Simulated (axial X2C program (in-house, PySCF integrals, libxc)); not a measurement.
## SeI⁺: from the spin-free to the two-component result

Calculated with an in-house all-electron X2C program for linear molecules (integrals from PySCF). Spin-free means the one-electron spin-free X2C Hamiltonian; two-component (2c) means X2C with spin–orbit coupling and atomic mean-field two-electron Coulomb and Gaunt terms, so the difference of the two also holds small scalar two-electron terms. Basis: I dyall-cv3z [11s12p8d4f1g], Se dyall-cv3z [8s9p6d4f1g] (cores contracted in-house); Gaussian nuclei, density fitting, unrestricted open shells. Masses: I 126.904 u, Se 79.917 u.

Spin-free state: M_S = 1, Λ = 0 (beyond evenly filled blocks: π+α, π-α); fragments I + Se+.

| level | Re (Å) | ωe (cm⁻¹) | De (eV) | μ (D) |
| --- | --- | --- | --- | --- |
| TPSS | 2.377 | 307.1 | 3.636 | 0.73 |

Dipoles are positive if Se is the positive end and refer to the centre of mass.

Two-component determinant lowest at the distance of the search:

Ω = 1 (⟨Sz⟩ = 1.00, ⟨Lz⟩ = 0.00 at TPSS); fragments I + Se+.

| level | Re (Å) | ωe (cm⁻¹) | De (eV) | μ (D) |
| --- | --- | --- | --- | --- |
| TPSS | 2.384 | 301.0 | 3.429 | 0.70 |

Question: From the two tables, how do the constants change at the TPSS level (2c against spin-free)?

Answer: At the TPSS level Re increases by 0.007 Å and ωe drops by 6.1 cm⁻¹; De changes by -0.207 eV.

The state is one determinant whose occupation by symmetry is held fixed; it was picked as the lowest of a PBE0 search that is not exhaustive. Dissociation energies refer to the lowest single-determinant-based atoms at the same level and basis. Density functionals use the spin component along the axis (collinear). PBE0 can misorder states that lie within some tenths of an eV, so this need not be the ground state of the molecule. The nearest other spin-free determinant of the search, M_S = 0, Λ = 2, lies 0.71 eV up at the distance of the search. The functionals have no current-density term, which raises determinants with orbital currents, atoms included. With several unpaired electrons one determinant need not be a pure state. Open-shell Ω = 0 determinants with evenly filled partner blocks cannot be reached by this program, so the Ω shown need not be the lowest component. This is the Ω = 1 component of a π² triplet; the 0⁺ component is not one determinant and can lie lowest.
